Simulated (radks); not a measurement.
The numbers below are computed, except where a source is named.
Problem. Radial electron density D(r) = 4 pi r^2 rho(r) of an atom or ion with 55 electrons. Level of theory: Dirac Kohn-Sham, BLYP, spin-unpolarised, spherical densities, finite nucleus; Fermi nuclear charge, rms radius of each element as measured or else 0.836 A^(1/3) + 0.57 fm (a radial shooting solver on a logarithmic mesh with Libxc functionals).

r (bohr),D(r) (e/bohr)
0.002125,9.059
0.002834,14.11
0.00381,21.62
0.005082,31.58
0.006832,44.34
0.009113,57.88
0.01225,69.91
0.01634,75.90
0.02197,73.98
0.0293,68.03
0.0394,68.28
0.05297,81.89
0.07065,96.53
0.09498,91.63
0.1267,74.19
0.1703,75.52
0.2272,83.76
0.3054,58.83
0.4073,31.21
0.5477,33.36
0.7305,30.14
0.9821,14.81
1.31,8.602
1.761,6.320
2.368,2.803
3.158,0.7256
4.246,0.1233
5.663,0.01491
7.613,0.0007363

What is the nuclear charge?

Solution. Z = 57. The innermost maximum, from 1s, lies near gamma/Z bohr with gamma = sqrt(1 - (Z/c)^2) = 0.909, here 0.016 bohr (found: 0.0176), and its height grows with Z. The density is that of the lanthanum ion La2+ in [Xe] 5d1; the configuration itself is not fixed sharply by these data, and Z only to a few units. D(r) has 4 maxima, at r = 0.0176, 0.0771, 0.218, 0.608 bohr, and minima at 0.0341, 0.144, 0.448 bohr, inside which lie 2.02, 11.18, 29.00 electrons.
